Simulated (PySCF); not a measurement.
A structure optimised at PBE0-D3(BJ)/def2-SVP, used in a PySCF frequency run:

```
Si
H 1 1.4957
H 1 1.4957 2 107.98
C 1 1.9030 2 113.20 3 126.04
H 4 1.1037 1 112.81 2 -121.14
H 4 1.1037 5 105.94 1 -123.82
C 4 1.5070 5 111.56 6 -121.54
C 7 1.3410 4 119.58 5 -121.20
H 8 1.0961 7 120.73 4 -179.97
H 7 1.0961 8 120.73 9 0.00
C 8 1.5070 9 119.69 7 -179.97
H 11 1.1037 8 111.56 9 -58.83
H 11 1.1037 12 105.94 8 -121.54
```

Problem. Write its SMILES, formula and point group.

Solution. C1=CC[SiH2]C1, C4H8Si, Cs

Problem. What are its rotational constants (standard atomic weights)?

Solution. 5.9240, 4.5027, 2.7261 GHz
